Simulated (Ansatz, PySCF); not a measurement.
CH₃F₃OSi, SMILES O[Si](F)(F)CF.

Geometry optimised at ωB97X-D3(BJ)/def2-SVP. This is a generated structure with no PubChem entry under its InChIKey; it may be hypothetical. The values are those of a single conformer.

Vertical ionisation energy (IE) and electron affinity (EA) in eV. Rows of orbital energies are one-electron estimates. Where ΔSCF, EOM or ADC give a negative EA the extra electron is unbound and the value depends on the basis.

```csv
level,IE,EA
"−ε(HOMO), −ε(LUMO), M06-2X/def2-TZVP (PySCF)",11.06,-0.94
"−ε(HOMO), −ε(LUMO), PBE/def2-TZVP (PySCF)",7.86,0.82
"ΔSCF, PBE0/def2-TZVPD (Ansatz), final states of multiplicity 2 and 2",?,?
"ΔSCF, PBE/def2-TZVPD (Ansatz), final states of multiplicity 2 and 2",11.33,-0.60
```

Problem. What belongs in the gaps? (The exact figures need the calculation; the answer reports its results.)

Solution. 
- ΔSCF, PBE0/def2-TZVPD (Ansatz, an electronic-structure program), final states of multiplicity 2 and 2, IE: 11.92
- ΔSCF, PBE0/def2-TZVPD (Ansatz), final states of multiplicity 2 and 2, EA: -0.77

Problem. What vertical singlet–triplet gap does ΔSCF give with PBE0/def2-TZVPD (Ansatz) and with PBE/def2-TZVPD (Ansatz)? (An estimate is asked for; the answer gives what the named calculation found.)

Solution. 7.13 and 6.57 eV (triplet above singlet where positive).
